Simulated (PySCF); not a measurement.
# Circular dichroism: `C[C@H]1C[C@H](F)C[C@@H]1S`, C6H11FS

Cartesian coordinates in Å; atom numbers follow the order of the lines, from 1:
```xyz
19

C     1.832    1.094   -0.479
C     0.581    0.230   -0.502
C     0.746   -1.120    0.202
C    -0.686   -1.552    0.491
F    -1.243   -2.088   -0.658
C    -1.420   -0.263    0.861
C    -0.607    0.879    0.229
S    -1.604    1.943   -0.870
H     1.633    2.053   -0.953
H     2.640    0.604   -1.015
H     2.154    1.273    0.545
H     0.295    0.042   -1.542
H     1.282   -0.999    1.144
H     1.268   -1.850   -0.415
H    -0.770   -2.336    1.250
H    -1.464   -0.155    1.944
H    -2.442   -0.292    0.483
H    -0.250    1.572    0.994
H    -1.953    0.974   -1.714
```

The calculation used TDDFT CAM-B3LYP/def2-SVPD circular dichroism and optical rotation, one conformer, gas phase (PySCF). Geometry: GFN2-xTB.

The molecule is flexible and this is one conformer; a measurement averages over conformers. States above about 8.1 eV (minus the energy of the highest occupied orbital) lie near or above the ionisation threshold and depend on the basis.

Q: What are the CIP labels of the stereocentres?

A: C2 S, C4 S, C7 S.

Q: Which excitations and rotatory strengths does the calculation give?

A: Rotatory strengths R in 10⁻⁴⁰ esu² cm², velocity form and length form (origin at the centre of mass); f in length form.
| state | E (eV) | λ (nm) | f | R (velocity) | R (length) | main |
| --- | --- | --- | --- | --- | --- | --- |
| 1 | 5.57 | 223 | 0.003 | +1.3 | +1.2 | HOMO→LUMO 0.45, HOMO→LUMO+2 0.23 |
| 2 | 6.27 | 198 | 0.036 | +3.4 | +3.5 | HOMO→LUMO+1 0.88 |
| 3 | 6.87 | 180 | 0.004 | +2.3 | +2.5 | HOMO→LUMO+2 0.38, HOMO→LUMO 0.21 |
| 4 | 7.42 | 167 | 0.020 | -4.1 | -3.7 | HOMO→LUMO+4 0.46, HOMO→LUMO 0.24 |
| 5 | 7.50 | 165 | 0.012 | -8.5 | -8.8 | HOMO→LUMO+3 0.60, HOMO→LUMO+2 0.20 |
| 6 | 7.71 | 161 | 0.070 | -11.3 | -11.6 | HOMO→LUMO+5 0.60, HOMO→LUMO+4 0.10 |
| 7 | 8.07 | 154 | 0.007 | +21.5 | +22.0 | HOMO−1→LUMO 0.24, HOMO→LUMO+6 0.12 |
| 8 | 8.32 | 149 | 0.026 | -22.9 | -23.9 | HOMO−1→LUMO 0.28, HOMO→LUMO+9 0.27 |
| 9 | 8.33 | 149 | 0.019 | -30.9 | -28.8 | HOMO→LUMO+7 0.20, HOMO→LUMO+9 0.15 |
| 10 | 8.53 | 145 | 0.026 | +11.2 | +13.0 | HOMO→LUMO+6 0.40, HOMO→LUMO+7 0.28 |
| 11 | 8.59 | 144 | 0.107 | +37.2 | +36.3 | HOMO−1→LUMO+1 0.27, HOMO→LUMO+8 0.26 |
| 12 | 8.61 | 144 | 0.082 | -8.7 | -8.3 | HOMO−1→LUMO+1 0.41, HOMO→LUMO+8 0.19 |
| 13 | 8.78 | 141 | 0.009 | -26.5 | -26.3 | HOMO−2→LUMO 0.82 |
| 14 | 8.84 | 140 | 0.006 | +1.6 | +1.6 | HOMO−3→LUMO 0.36, HOMO−1→LUMO 0.13 |
| 15 | 8.89 | 140 | 0.039 | +22.9 | +22.1 | HOMO−3→LUMO 0.43 |
| 16 | 8.96 | 138 | 0.036 | -4.1 | -4.0 | HOMO−1→LUMO+2 0.38, HOMO→LUMO+10 0.11 |

Among the states computed, the strongest CD band (largest |R|) is state 11. The largest dissymmetry factor in size, g = 4R/(D+G), with D and G the electric and magnetic dipole strengths, is -0.037 for state 13 (velocity form, f = 0.009), among bands with |R| over 0.5. The mirror image has the same energies and oscillator strengths and all R with the opposite sign.
